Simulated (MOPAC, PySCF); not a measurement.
[Ta(=O)(F)3], neutral singlet in the gas phase. 

Cartesian coordinates (Å):
```xyz
5

Ta     0.0045     0.0392    -0.0310
O     -0.1513    -1.3094     1.0385
F      0.2683     1.5572     1.0583
F      1.4944    -0.3210    -1.1313
F     -1.6046     0.1317    -1.0119
```
Charge 0, spin multiplicity 1.

All levels are single points at this geometry (PBE-D3(BJ)/def2-SVP); Pople sets use spherical d functions. Orbital energies aren't observables, and empty levels follow the basis.

PM7 in MOPAC gives dipole (D) = 1.02.

Problem. Estimate the dipole (D) from each of these levels: B3LYP-D3(BJ)/def2-TZVP in PySCF; PBE-D3(BJ)/def2-TZVP in PySCF; TPSSh-D3(BJ)/def2-TZVP in PySCF; B3LYP/6-311+G** (LANL2DZ on Ta) in PySCF; B3LYP/6-31G* (LANL2DZ on Ta) in PySCF; B3LYP/LANL2DZ in PySCF; BP86/6-31G* (LANL2DZ on Ta) in PySCF; M06-2X/6-31G* (LANL2DZ on Ta) in PySCF; PBE/6-31G* (LANL2DZ on Ta) in PySCF; SVWN5/6-31G* (LANL2DZ on Ta) in PySCF; HF/6-31G* (LANL2DZ on Ta) in PySCF; PM6 in MOPAC.

Solution. 
```tsv
level	dipole (D)
B3LYP-D3(BJ)/def2-TZVP in PySCF	1.96
PBE-D3(BJ)/def2-TZVP in PySCF	1.85
TPSSh-D3(BJ)/def2-TZVP in PySCF	1.96
B3LYP/6-311+G** (LANL2DZ on Ta) in PySCF	1.59
B3LYP/6-31G* (LANL2DZ on Ta) in PySCF	1.83
B3LYP/LANL2DZ in PySCF	1.64
BP86/6-31G* (LANL2DZ on Ta) in PySCF	1.77
M06-2X/6-31G* (LANL2DZ on Ta) in PySCF	1.83
PBE/6-31G* (LANL2DZ on Ta) in PySCF	1.75
SVWN5/6-31G* (LANL2DZ on Ta) in PySCF	1.77
HF/6-31G* (LANL2DZ on Ta) in PySCF	2.30
PM6 in MOPAC	0.95
```
